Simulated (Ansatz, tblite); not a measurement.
Isomers of Ga₅F (singlet), found by a short tight-binding search and relaxed with PBE-D4/def2-SVP in Ansatz.

The xTB rows come from tblite. B3LYP takes the VWN-RPA correlation. HSE06 is defined as in plane-wave codes, on full-range PBE exchange. Correlated methods freeze 46 core orbitals; core or outer-core shells of Ga are correlated, in sets that lack core-valence functions.

Run but left out: HF/def2-SVP (A: restricted singlet, unstable towards broken spin symmetry).

A: The restricted singlet is unstable towards broken spin symmetry in Hartree–Fock (as tested in another run); at PBE-D4/def2-TZVP, r2SCAN-D4/def2-TZVP, B3LYP-D4/def2-TZVP, PBE0-D4/def2-TZVP and others this wasn't settled. At CCSD(T)/def2-SVP the restricted singlet (for correlated methods, its reference) is unstable: a solution with broken spin symmetry lies lower. B: The restricted singlet is unstable towards broken spin symmetry in Hartree–Fock (as tested in another run); at r2SCAN-D4/def2-TZVP, B3LYP-D4/def2-TZVP, PBE0-D4/def2-TZVP, HSE06-D4/def2-TZVP this wasn't settled. At CCSD(T)/def2-SVP the restricted singlet (for correlated methods, its reference) is unstable: a solution with broken spin symmetry lies lower.

Other spin states weren't relaxed.

A:

```
atom   x (Å)   y (Å)   z (Å)
 Ga1   1.112   2.034   0.904
 Ga2   0.294  -0.313  -0.615
 Ga3   2.243   1.149  -1.210
 Ga4  -0.814   0.652   1.542
 Ga5  -2.071  -1.654   0.485
  F6  -0.764  -1.868  -1.106
```

B:

```csv
atom,x (Å),y (Å),z (Å)
Ga1,1.439,-0.262,-0.195
Ga2,0.859,1.879,0.942
Ga3,-0.463,1.260,-1.484
Ga4,-0.327,-0.503,1.908
Ga5,-1.721,-0.741,-0.316
F6,0.213,-1.634,-0.855
```

Q: Estimate which lies lowest at each level, and how far above it the others are (kcal/mol).

A: 
| level | A | B |
| --- | --- | --- |
| GFN1-xTB | 0.0 | 4.2 |
| GFN2-xTB | 0.0 | 2.3 |
| PBE-D4/def2-TZVP | 7.6 | 0.0 |
| r2SCAN-D4/def2-TZVP | 6.2 | 0.0 |
| B3LYP-D4/def2-TZVP | 7.8 | 0.0 |
| PBE0-D4/def2-TZVP | 7.6 | 0.0 |
| HSE06-D4/def2-TZVP | 7.2 | 0.0 |
| MP2/def2-SVP | 4.8 | 0.0 |
| CCSD/def2-SVP | 5.2 | 0.0 |
| CCSD(T)/def2-SVP | 5.0 | 0.0 |
Point groups (tolerance 0.1 Å): A Cs, B Cs. Lower isomers may exist.
